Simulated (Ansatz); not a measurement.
Cost and result for the atomization energy of `O=C(O)c1cccc(Br)c1` (15 atoms, 15 bonds).

Z-matrix (Å, degrees):
```
C
O 1 1.344
C 1 1.482 2 112.9
O 1 1.203 2 122.4 3 180.0
H 2 0.967 1 106.2 3 -180.0
C 3 1.391 1 122.2 2 -0.0
C 3 1.391 1 117.3 2 180.0
C 6 1.385 3 119.6 1 -180.0
H 6 1.082 3 119.8 1 0.0
C 7 1.381 3 119.1 1 180.0
H 7 1.082 3 119.3 1 -0.0
C 8 1.386 6 120.5 3 -0.0
H 8 1.083 6 120.1 3 180.0
Br 10 1.886 7 119.5 3 -180.0
H 12 1.083 8 120.7 6 -180.0
```

Total charge 0; spin multiplicity 1. Correlated methods include outer-core shells of Br, which these sets cover unevenly. Scalar relativity is left out up to krypton. Geometry: relaxed with PBE0-D4/def2-TZVP. It is one conformer, not always the lowest. Program: Ansatz. All runs use 5 threads of an AMD EPYC 7R13 on a shared host and a share of an NVIDIA H100 80 GB. Times are those of one run each, without the atoms' runs, and a repeat can differ threefold. Electronic energies, without spin–orbit coupling; frozen cores. CCSD(T)/CBS adds CCSD(T) − MP2 in def2-TZVPP to the MP2 limit, and its time is that of the two runs behind it. T1 = 0.012; the RHF reference is unstable towards UHF. With those shells the extrapolation isn't a true limit. B3LYP takes the VWN-RPA correlation (the form of Gaussian; ORCA's B3LYP/G).

CCSD(T)/CBS is a level of theory with its own doubt, some kJ/mol a heavy atom from the limit and from the frozen cores, so smaller differences don't rank the functionals.

```
                             level  functions  wall time  atomization (kcal/mol)  difference from CCSD(T)/CBS  per bond
                PBE0-D4/def2-TZVPP        397      6.5 s                  1754.3                         35.9       2.4
              revPBE-D4/def2-TZVPP        397      6.5 s                  1751.5                         33.1       2.2
                  CCSD(T)/def2-SVP        183        7 s                  1650.2                        -68.2      -4.5
               BHLYP-D4/def2-TZVPP        397        9 s                  1650.2                        -68.2      -4.5
                 B2PLYP/def2-TZVPP        397      9.5 s                  1708.9                         -9.5      -0.6
 B3LYP-D4/def2-TZVPP (with forces)        397      9.5 s                  1722.7                          4.3       0.3
               PBE-QIDH/def2-TZVPP        397      9.5 s                  1731.0                         12.6       0.8
                ωB97X-V/def2-TZVPP        397       10 s                  1722.9                          4.5       0.3
             r2SCANh-D4/def2-TZVPP        397       11 s                  1725.2                          6.8       0.5
r2SCAN-D4/def2-TZVPP (with forces)        397       11 s                  1741.5                         23.1       1.5
                    MP2/def2-QZVPP        752       19 s                  1768.6                         50.2       3.3
                CCSD(T)/def2-TZVPP        397       28 s                  1673.1                        -45.3      -3.0
                 CCSD(T)/CBS(def2)          –       46 s                  1718.4                          0.0       0.0
```

From r2SCAN to r2SCAN0 (25 % exact exchange), in def2-TZVPP and without D4, the atomization energy moves by −40.4 kcal/mol: exact exchange takes away binding that semilocal exchange gives to molecules. The D4 term adds +18.5 kcal/mol with B3LYP and +9.8 kcal/mol with PBE0; it sums over pairs of atoms, weighted by their polarisabilities, and B3LYP, whose exchange is more repulsive, gets the larger term. In def2-TZVPP, CCSD(T) changes the Hartree–Fock value by +454.5 kcal/mol (the triples alone add +40.6 kcal/mol) and MP2 by +523.5 kcal/mol; breaking electron pairs costs correlation energy, which Hartree–Fock lacks.
